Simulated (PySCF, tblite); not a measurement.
Isomers of C5H5O3S (doublet state). Computed with GFN2-xTB (tblite): harmonic, unscaled wavenumbers at the GFN2-xTB geometry, gas phase. The method is semi-empirical: single wavenumbers can be off by several per cent or more. Modes of hydrogen on sulfur can be 10 to 20 % off. One conformer each. Open shells enter through the occupations alone, without spin polarisation, and single modes of such species can be off by tens of per cent.

Electronic energies: B3LYP/pcH-1 single points on the GFN2-xTB geometries (PySCF, gas phase).

```json
{"SMILES": "C=C([S]=O)C(=O)CC=O", "electronic energy, lowest = 0 (kJ/mol)": "0.0"}
{"SMILES": "C=C([SH]=O)C(=O)C[C]=O", "electronic energy, lowest = 0 (kJ/mol)": "179.0"}
{"SMILES": "C=C([SH]=O)C(=O)[CH]C=O", "electronic energy, lowest = 0 (kJ/mol)": "176.5"}
```

How do GFN2-xTB zero-point energies change the relative energies?

```tsv
SMILES	ZPE (kJ/mol)	of it from modes above 1550 cm⁻¹	electronic (kJ/mol)	with ZPE, lowest = 0 (kJ/mol)	lowest mode (cm⁻¹)	rings
C=C([S]=O)C(=O)CC=O	235.3	119.7	0.0	0.0	56	0
C=C([SH]=O)C(=O)[CH]C=O	223.3	103.5	176.5	164.5	43	0
C=C([SH]=O)C(=O)C[C]=O	224.2	114.5	179.0	167.9	29	0
```

The zero-point energies span 12.0 kJ/mol, from `C=C([SH]=O)C(=O)[CH]C=O` to `C=C([S]=O)C(=O)CC=O`. The order is unchanged.

And how do the electronic energies of GFN2-xTB itself compare?

`C=C([S]=O)C(=O)CC=O` 0.0; `C=C([SH]=O)C(=O)[CH]C=O` 138.9; `C=C([SH]=O)C(=O)C[C]=O` 149.0 kJ/mol, lowest = 0. Against the energies above, taken from the same isomer `C=C([S]=O)C(=O)CC=O`, the largest difference is 37.6 kJ/mol.

What do entropy and thermal enthalpy add at 298.15 K and 1 bar (rigid rotor, harmonic oscillator, one conformer each)?

| SMILES | point group | symmetry number | S (J/(mol K)) | H − H(0) (kJ/mol) | ZPE + H − H(0) − TS (kJ/mol) |
| --- | --- | --- | --- | --- | --- |
| C=C([S]=O)C(=O)CC=O | C1 | 1 | 413.5 | 28.12 | 140.1 |
| C=C([SH]=O)C(=O)[CH]C=O | C1 | 1 | 421.6 | 28.78 | 126.4 |
| C=C([SH]=O)C(=O)C[C]=O | C1 | 1 | 425.5 | 28.83 | 126.2 |

S holds R ln(2S + 1) for the spin.
